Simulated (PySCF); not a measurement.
Species: C4H10NSi2 (doublet state).
Z-matrix (Å and degrees, GFN2-xTB geometry), rows numbered from 1:
```
C 
C   1  1.3718
C   2  1.3524  1  124.74
C   3  1.2962  2  175.97  1   -94.79
N   4  1.3981  3  125.09  1    96.73
Si  5  1.7415  4  116.72  3   176.84
Si  5  1.7481  4  114.71  3    -1.72
H   1  1.0743  2  121.18  3  -179.45
H   1  1.0752  2  121.05  3     0.54
H   2  1.0871  1  118.05  3   179.25
H   4  1.0881  3  120.55  5   179.91
H   6  1.4560  5  106.64  4   179.16
H   6  1.4684  5  108.75  4   -60.12
H   6  1.4681  5  108.51  4    58.77
H   7  1.4635  5  108.47  4   -58.51
H   7  1.4646  5  108.89  4    62.13
H   7  1.4595  5  105.58  4  -178.33
```

The hyperfine couplings belong to this conformer and change with its torsions.

The species is `C=C/[C]=C/N([SiH3])[SiH3]` [radical].

Theory: UKS B3LYP, pcH-1 on C H N Si, non-relativistic, mean-field spin-orbit, GIAO in PySCF 2.14.0. Geometry: GFN2-xTB, one conformer, isolated molecule. A GFN2-xTB geometry isn't a minimum of the functional, and hyperfine couplings can be far from their values at a DFT geometry. The SCF solution wasn't tested for stability. ⟨S²⟩ is 0.777 where a pure state has 0.75.

Q: Give the principal g shifts and their parts.

A: 
| Δg (ppm) | 1 | 2 | 3 |
| --- | --- | --- | --- |
| relativistic mass correction | -143 | -143 | -143 |
| gauge correction | 6 | 35 | 40 |
| orbital Zeeman/spin–orbit | 44 | 321 | 610 |
| total | -94 | 212 | 507 |

So g = 2.00223, 2.00253, 2.00283 and g_iso = 2.00253; the tensor is rhombic: the two nearest values differ by 49 % of g3 − g1. Axes: g2 points within 7° of the C2–C3 bond.

Q: What are the electron Larmor frequencies g μB B/h along the three axes at 340 mT?

A: 9.5280, 9.5295, 9.5309 GHz for g1, g2 and g3, a range of 2.9 MHz.

Q: At 9.637 GHz, how far is the centre of the isotropic spectrum from where a free electron (g = 2.002319) resonates?

A: B = hν/(g μB) with μB/h = 13.99624 MHz/mT gives 343.87 mT for the free electron and 343.84 mT at g_iso, 0.04 mT lower.

Q: How much does each term add to the isotropic shift?

A: The orbital-Zeeman/spin–orbit term 325, the mass correction -143 and the gauge correction 27 ppm, for a total of 208 ppm. The orbital-Zeeman/spin–orbit term is the largest in size. The mass correction is the same along every axis, so the anisotropy comes from the other two: their spans along these axes are 34 (gauge) and 567 ppm (orbital Zeeman/spin–orbit).

Q: In a frozen sample, at which fields do the three g values resonate at 9.5, 34, 94 and 263 GHz (hyperfine left aside), and which band first spreads them over more than twice a line width of 1.0 mT?

A: 
| band | GHz | B(g3) mT | B(g2) mT | B(g1) mT | spread mT |
| --- | --- | --- | --- | --- | --- |
| X | 9.5 | 338.90 | 338.95 | 339.00 | 0.10 |
| Q | 34.0 | 1212.90 | 1213.08 | 1213.26 | 0.36 |
| W | 94.0 | 3353.31 | 3353.80 | 3354.31 | 1.01 |
| J | 263.0 | 9382.12 | 9383.50 | 9384.93 | 2.81 |

The spread grows in proportion to the frequency. J band is the first where it exceeds 2.0 mT.

The Mulliken spin populations are largest on C1 (+0.69), C3 (+0.63), C2 (-0.25) and C4 (-0.09). The angles at C1 add up to 360.0°, so it is planar; its axial dipolar tensor and the negative couplings of its protons fit spin in a p orbital normal to that plane.

The HOMO–LUMO gaps are 5.37 eV among the α and 3.53 eV among the β orbitals.
